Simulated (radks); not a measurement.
The numbers below are computed, except where a source is named.
Trend from Li to Ne: ionisation energy by Delta-SCF between NIST ground configurations, and size. Level of theory: Dirac Kohn-Sham, LDA (Slater exchange, Perdew-Wang correlation), spin-unpolarised, spherical densities, finite nucleus; open shells fill j = l - 1/2 first; Fermi nuclear charge, rms radius of each element as measured or else 0.836 A^(1/3) + 0.57 fm (a radial shooting solver on a logarithmic mesh with Libxc functionals).

species  configuration  IE (eV)  NIST (eV)  kind   -e(HOMO) (eV)  outermost  <r> outermost (bohr)  r at 0.001 e/bohr^3 (bohr)
Li            [He] 2s1    5.237      5.392  exp.   2.874 (2s1/2)      2s1/2                  3.93                        4.15
Be            [He] 2s2    9.513      9.323  exp.   5.600 (2s1/2)      2s1/2                  2.62                        4.15
B         [He] 2s2 2p1    8.324      8.298  exp.   3.716 (2p1/2)      2p1/2                  2.29                        3.92
C         [He] 2s2 2p2   10.989     11.260  exp.   5.418 (2p1/2)      2p1/2                  1.79                        3.69
N         [He] 2s2 2p3   13.718     14.534  exp.   7.228 (2p3/2)      2p3/2                  1.48                        3.48
O         [He] 2s2 2p4   16.565     13.618  exp.   9.180 (2p3/2)      2p3/2                  1.27                        3.29
F         [He] 2s2 2p5   19.529     17.423  exp.  11.270 (2p3/2)      2p3/2                  1.11                        3.12
Ne                [Ne]   22.617     21.565  exp.  13.498 (2p3/2)      2p3/2                 0.982                        2.98

Reference values: NIST Atomic Spectra Database (exp. = measured, semi-emp. = semi-empirical, theory = theoretical value adopted there). Spin polarisation and multiplet splitting are left out, so open shells lie too high by an amount that depends on their filling.

Beside tabulated values, note that spin-unpolarised runs miss the spin-polarisation part of the exchange energy of open shells.
